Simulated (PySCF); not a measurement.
SiFCl2, SMILES F[Si](Cl)Cl, multiplicity 2. Atoms are numbered in the order given.

```xyz
4

Si     0.4663     0.3860     0.0000
F     -0.3037     1.8072     0.0000
Cl    -0.1116    -0.6373    -1.6852
Cl    -0.1116    -0.6373     1.6852
```
Charge 0, spin multiplicity 2.

The structure is a stationary point at PBE0-D3(BJ)/def2-SVP.

Computed with B3LYP/pcH-1 run with PySCF.

Unrestricted Kohn–Sham, ⟨S²⟩ = 0.752. Hyperfine tensors hold the contact and dipolar terms, without spin-orbit corrections.

Task: Estimate the hyperfine couplings. (Estimate from the structure and the level; the computed values follow.)

Result: 
```json
[
 {"nucleus": "29Si no. 1", "A(iso) (MHz)": "-1268.1", "A(iso) (G)": "-452.5", "dipolar principal values (MHz)": "-117.5, 58.6, 58.9"},
 {"nucleus": "19F no. 2", "A(iso) (MHz)": "255.9", "A(iso) (G)": "91.3", "dipolar principal values (MHz)": "-140.3, -133.6, 273.9"},
 {"nucleus": "35Cl no. 3", "A(iso) (MHz)": "34.5", "A(iso) (G)": "12.3", "dipolar principal values (MHz)": "-25.7, -25.4, 51.0"},
 {"nucleus": "35Cl no. 4", "A(iso) (MHz)": "34.5", "A(iso) (G)": "12.3", "dipolar principal values (MHz)": "-25.7, -25.4, 51.0"}
]
```

Task: And the g tensor (effective nuclear charges for spin-orbit coupling, GIAO)? (Estimate from the structure and the level; the computed values follow.)

Result: principal values 2.0003, 2.0021, 2.0063; isotropic 2.0029.
